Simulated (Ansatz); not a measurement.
One change: `[CH2]1[AlH][CH2][SiH2]1` becomes `[F][Al]1[CH2][SiH2][CH2]1`.

Ansatz, PBE0-D4/def2-TZVP geometries, multiplicity 1. 

```tsv
property	`[CH2]1[AlH][CH2][SiH2]1`
HOMO–LUMO gap (B3LYP/def2-TZVPP) / eV	5.56
size of the dipole moment (ωB97M-V/def2-TZVPP) / D	0.86
HOMO–LUMO gap (PBE0/def2-TZVPP) / eV	5.97
LUMO energy (PBE0/def2-TZVPP) / eV	-1.29
HOMO energy (PBE0/def2-TZVPP) / eV	-7.26
HOMO energy (ωB97M-V/def2-TZVPP) / eV	-9.39
```

Task: Give the same properties after the change, and the shifts. (Estimate.)

Result: The calculation gave: 
```csv
property,`[F][Al]1[CH2][SiH2][CH2]1`,shift
HOMO–LUMO gap (B3LYP/def2-TZVPP) / eV,6.35,0.79
size of the dipole moment (ωB97M-V/def2-TZVPP) / D,0.78,-0.08
HOMO–LUMO gap (PBE0/def2-TZVPP) / eV,6.81,0.84
LUMO energy (PBE0/def2-TZVPP) / eV,-0.88,0.41
HOMO energy (PBE0/def2-TZVPP) / eV,-7.69,-0.43
HOMO energy (ωB97M-V/def2-TZVPP) / eV,-9.87,-0.48
```

With PBE0 the HOMO falls by 0.43 eV and the LUMO rises by 0.41 eV, so the gap widens by about 0.84 eV. PBE moves the HOMO by -0.39 eV and ωB97M-V by -0.48 eV. Dipoles are sizes alone; their direction can turn.

B3LYP here is the variant with VWN-RPA as its local correlation; programs differ in this.
